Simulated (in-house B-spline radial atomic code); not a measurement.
Re⁺. Computed with a B-spline radial atomic code. Model: non-relativistic spherical atom: semilocal Troullier-Martins pseudo-atom, one channel per l, against all electrons, high spin, G0W0 and RPA with empty states to l = 8, local potential for every l without a channel, a model core (radius 0 = none) keeps its share of the functional.

Without relativity these are model numbers for so heavy an element.

What the tables leave out is listed at the end.

The pseudopotential gives back the lowest level of each angular momentum of its own functional in the configuration it was made in; a second state of the same l is only approximately right. Exact exchange, RPA and GW see the smooth pseudo-orbitals and miss the exchange with the core, for which the functional's share stands in. The column with an uncorrelated core keeps all orbitals and exact exchange, and so separates missing core correlation from pseudisation. Only the three outermost levels and the lowest empty one were computed. RPA here is direct RPA, with no exchange kernel, and its energies carry an (l + 1/2)⁻⁴ tail. A hybrid on a potential with a model core restores only its own semilocal share of the core's exchange.

Command:
```bash
python run_psgw.py task.json out
```
Settings (lengths in bohr, energies in hartree):
```
Z                      75
electrons              74
configuration          [Xe] 4f14 5d5 6s1
generated_in           [Xe] 4f14 5d5 6s1
functional             pbe,pbe
core_shells            9
radius_factor          1
core_correction        False
ion_configuration      [Xe] 4f14 5d5
```

Run time, properties included: 100 s on 1 thread of Intel(R) Xeon(R) Platinum 8259CL CPU @ 2.50GHz (Skylake/Cascade Lake) (shared host).

Given: made with PBE; model core radius 0 bohr; local radius 1.081 bohr; mean-field start PBE.

Valence shells of the generating configuration: 5s, 4f, 5p, 5d, 6s.

Channel: s 1.026, p 1.112, d 1.387, f 1.39 (radii in bohr).

Computed: largest level miss in the spin-unpolarised generating configuration 0.103 eV; valence RPA correlation energy all-electron orbitals -2.0057 hartree; all-electron RPA polarisability, core included 29.493 bohr³; pseudo-atom RPA polarisability 28.891 bohr³; ionisation by mean-field all-electron 15.06 eV; ionisation by RPA all-electron 15.283 eV; ionisation by RPA pseudo minus all 0.018 eV.

```json
{"level": "6s up", "occupied": "1", "mean-field all-electron (eV)": "-11.741", "mean-field pseudo minus all (eV)": "-0.109", "G0W0 all-electron (eV)": "-15.391", "G0W0 uncorrelated core minus all (eV)": "0.001", "G0W0 pseudo minus all (eV)": "-0.135", "exchange self-energy all-electron (eV)": "-12.298", "exchange self-energy pseudo (eV)": "-11.872"}
{"level": "5d up", "occupied": "1", "mean-field all-electron (eV)": "-15.189", "mean-field pseudo minus all (eV)": "-0.007", "G0W0 all-electron (eV)": "-20.382", "G0W0 uncorrelated core minus all (eV)": "-0.043", "G0W0 pseudo minus all (eV)": "-0.446", "exchange self-energy all-electron (eV)": "-28.568", "exchange self-energy pseudo (eV)": "-27.265"}
{"level": "5d down (empty)", "occupied": "0", "mean-field all-electron (eV)": "-11.546", "mean-field pseudo minus all (eV)": "0.028", "G0W0 all-electron (eV)": "-7.8731", "G0W0 uncorrelated core minus all (eV)": "-0.035", "G0W0 pseudo minus all (eV)": "-0.384", "exchange self-energy all-electron (eV)": "-10.975", "exchange self-energy pseudo (eV)": "-9.5724"}
```

Task: What is the valence RPA correlation energy pseudo?

Result: -2.5903 hartree.

Task: What is the ionisation by mean-field pseudo minus all?

Result: 0.137 eV.

Given: mean-field start PBE0.

Computed: valence RPA correlation energy all-electron orbitals -1.9276 hartree; valence RPA correlation energy pseudo -2.519 hartree; all-electron RPA polarisability, core included 25.969 bohr³; pseudo-atom RPA polarisability 25.537 bohr³; ionisation by mean-field all-electron 14.77 eV; ionisation by RPA pseudo minus all 0.001 eV.

```csv
level,occupied,mean-field all-electron (eV),mean-field pseudo minus all (eV),G0W0 all-electron (eV),G0W0 uncorrelated core minus all (eV),G0W0 pseudo minus all (eV),exchange self-energy all-electron (eV),exchange self-energy pseudo (eV)
6s up,1,-12.367,-0.044,-15.276,0.002,-0.06,-12.136,-11.637
5d up,1,-16.839,-0.168,-20.707,-0.046,-0.448,-28.787,-27.861
5p down,?,?,?,?,?,?,?,?
5d down (empty),0,-9.8332,-0.094,-7.344,-0.032,-0.242,-10.372,-9.2942
```

Task: What belongs in the row 5p down?

Result: occupied: 1; mean-field all-electron (eV): -51.592; mean-field pseudo minus all (eV): 0.023; G0W0 all-electron (eV): -55.773; G0W0 uncorrelated core minus all (eV): -0.057; G0W0 pseudo minus all (eV): -0.521; exchange self-energy all-electron (eV): -38.255; exchange self-energy pseudo (eV): -34.188.

Task: What is the ionisation by RPA all-electron?

Result: 15.142 eV.

Task: What is the ionisation by mean-field pseudo minus all?

Result: 0.059 eV.

Given: mean-field start Hartree-Fock.

Computed: valence RPA correlation energy all-electron orbitals -1.7342 hartree; valence RPA correlation energy pseudo -2.3356 hartree; all-electron RPA polarisability, core included 20.617 bohr³; ionisation by mean-field pseudo minus all -0.17 eV; ionisation by RPA all-electron 14.824 eV; ionisation by RPA pseudo minus all -0.044 eV.

```tsv
level	occupied	mean-field all-electron (eV)	mean-field pseudo minus all (eV)	G0W0 all-electron (eV)	G0W0 uncorrelated core minus all (eV)	G0W0 pseudo minus all (eV)	exchange self-energy all-electron (eV)	exchange self-energy pseudo (eV)
6s up	1	-13.844	0.195	-14.994	0.003	0.199	-11.448	-10.703
5d up	?	?	?	?	?	?	?	?
5p down	1	-56.919	-0.049	-56.581	-0.049	-0.08	-37.842	-34.393
6s down (empty)	0	-5.1958	0.013	-6.4098	0.002	0.042	-0.8819	-0.66599
```

Task: What belongs in the row 5d up?

Result: occupied: 1; mean-field all-electron (eV): -21.14; mean-field pseudo minus all (eV): -1.004; G0W0 all-electron (eV): -21.25; G0W0 uncorrelated core minus all (eV): -0.043; G0W0 pseudo minus all (eV): -0.201; exchange self-energy all-electron (eV): -29.034; exchange self-energy pseudo (eV): -29.382.

Task: What is the ionisation by mean-field all-electron?

Result: 13.658 eV.

Task: What is the pseudo-atom RPA polarisability?

Result: 20.566 bohr³.

Among the listed levels the largest G0W0 shift of the pseudo-atom is -0.52 eV, for 5p down on the PBE0 start, while leaving the core uncorrelated moves that level by -0.06 eV. So pseudisation and the lost core exchange, not the missing core correlation, make the error. Not in the tables (levels of low weight, unsolved or above zero; the highest and the empty levels are kept at any weight): on PBE the G0W0 levels 5p down (pseudo minus all -0.52 eV, weights 0.67 and 0.72).
